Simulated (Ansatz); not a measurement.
A structure relaxed at PBE0-D4/def2-TZVP, charge 0, multiplicity 1:

| atom | x (Å) | y (Å) | z (Å) |
| --- | --- | --- | --- |
| Al1 | -1.649 | -0.489 | -0.695 |
| C2 | 0.058 | 0.417 | -0.516 |
| O3 | 1.330 | -0.409 | -0.691 |
| Si4 | 1.200 | 0.107 | 0.854 |
| Cl5 | 2.497 | 1.527 | 1.501 |
| H6 | -2.955 | 0.400 | -0.838 |
| H7 | -1.701 | -2.068 | -0.584 |
| H8 | 0.197 | 1.413 | -0.943 |
| H9 | 1.023 | -0.898 | 1.914 |

Question: Give its formula and SMILES.

Answer: CH4AlClOSi, `[AlH2][C@@H]1O[Si@H]1Cl`.

Question: Summarise the bond lengths by kind.

Answer: 1 × Al–C 1.941 Å; 2 × Al–H 1.583 to 1.586 Å; 1 × C–O 1.527 Å; 1 × C–Si 1.810 Å; 1 × C–H 1.093 Å; 1 × O–Si 1.634 Å; 1 × Cl–Si 2.029 Å; 1 × H–Si 1.471 Å.

Computed with Ansatz.
